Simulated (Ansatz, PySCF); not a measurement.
Molecule: GaBr$_{2}$, charge 0, multiplicity 2. It need not be the lowest isomer of its formula. SMILES: [Br][Ga][Br]
Structure (B3LYP-D3(BJ)/def2-TZVP (Ansatz, a first-principles code) minimum search):
```xyz
3

Ga     0.6960     0.3351     0.2410
Br    -0.5928     1.3825    -1.4138
Br    -0.0237    -1.6794     1.2004
```
Charge 0, spin multiplicity 2.

Quantity: atomisation energy (electronic, to ground-state atoms), in kcal/mol. Correlated levels leave the core frozen unless marked. UHF or UKS for open shells. Spin-orbit coupling is left out. Frozen are the shells of the preceding noble gas and the d and f shells that filled before the atom's block. Non-relativistic. The coupled-cluster limit lacks core correlation, which all-electron functionals hold. CBS(X,Y): correlation extrapolated as X^-3; Hartree-Fock from the larger set. The bracket is a focal-point correction in the basis named.

```json
[
 {"level": "HF/def2-TZVPD", "program": "PySCF", "atomisation energy (kcal/mol)": "107.0"},
 {"level": "HF-D4/def2-TZVPD", "program": "PySCF + dftd4", "atomisation energy (kcal/mol)": "113.0"},
 {"level": "PBE-D3(BJ)/def2-TZVPD", "program": "Ansatz + dftd3", "atomisation energy (kcal/mol)": "149.6"},
 {"level": "revPBE/def2-TZVPD", "program": "Ansatz", "atomisation energy (kcal/mol)": "139.3"}
]
```

### Question
Predict the RI-MP2/CBS(aug-cc-pVTZ,aug-cc-pVQZ)+[CCSD(T)-MP2]/aug-cc-pVTZ result (Ansatz).

### Answer
144.6 kcal/mol
